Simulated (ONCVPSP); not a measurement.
# Configuration tests for O (Z = 8) (ONCV)

```json
{
 "Element": "oxygen",
 "Generator": "ONCVPSP 4.0.1",
 "Type": "optimised norm-conserving Vanderbilt (ONCV)",
 "Functional": "PBEsol",
 "Relativity": "scalar-relativistic",
 "Frozen core": "[He]",
 "Valence charge": "6",
 "Reference configuration": "2s2 2p3.5 (charge +0.5)",
 "Partial waves": "2s: rc 0.85 bohr, ncon 4, nbas 8, qcut 9.9 1/bohr, 2 projectors, debl 2.9 Ha; 2p: rc 1.40 bohr, ncon 3, nbas 6, qcut 9.9 1/bohr, 2 projectors, debl 3.3 Ha; d scattering state at 0.13 Ha: rc 0.85 bohr, ncon 4, nbas 7, qcut 10.1 1/bohr, local",
 "Local potential": "the d channel",
 "Core correction": "Teter function, fcfact 5, rcfact 1.5"
}
```

Energies are relative to the spin-unpolarised reference configuration 2s2 2p3.5; without spin polarisation the order of configurations can differ from experiment.

```csv
valence configuration,charge,ΔE all-electron (eV),error AE − PS (meV)
2s2 2p4,0,-6.254,+3.4
2s2 2p1,+3,97.290,+498
```

Problem. What are ΔE and the potential's error for 2s2 2p3?

Solution. ΔE = 10.106 eV all-electron; the error (AE − PS) is +6.0 meV.

Problem. What are ΔE and the potential's error for 2s2 2p2?

Solution. ΔE = 43.583 eV all-electron; the error (AE − PS) is +107 meV.

Levels in the configuration 2s2 2p1:

| level | all-electron (eV) | pseudo (eV) |
| --- | --- | --- |
| 2s | -79.232 | -78.971 |
| 2p | -64.759 | -64.129 |
